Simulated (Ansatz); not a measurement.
Job for Ansatz (a quantum-chemistry and plane-wave program): R-BLYP/def2-TZVPP on ClHSSn (SMILES [SH][Sn][Cl]), a point of a torsion scan. Elements past Kr take the def2 small-core potentials; no spin–orbit coupling.

Ansatz 0.2 input:
```yaml
crystal:
  periodic: [false, false, false]
  atoms:
    - {symbol: S, position_ang: [-1.44155570, 0.44444506, 0.42184153]}
    - {symbol: Sn, position_ang: [0.89747039, 0.98140171, -0.18997887]}
    - {symbol: Cl, position_ang: [0.58985906, 1.43200848, -2.50276151]}
    - {symbol: H, position_ang: [-1.56623529, -0.57689559, -0.41575087]}
basis:
  gaussian:
    orbitals: def2-TZVPP
hamiltonian:
  xc: {name: BLYP}
scf: {lower_state_search: off}
```

**Question.** Give the final energy of this run.

**Answer.** -1073.3619 hartree.
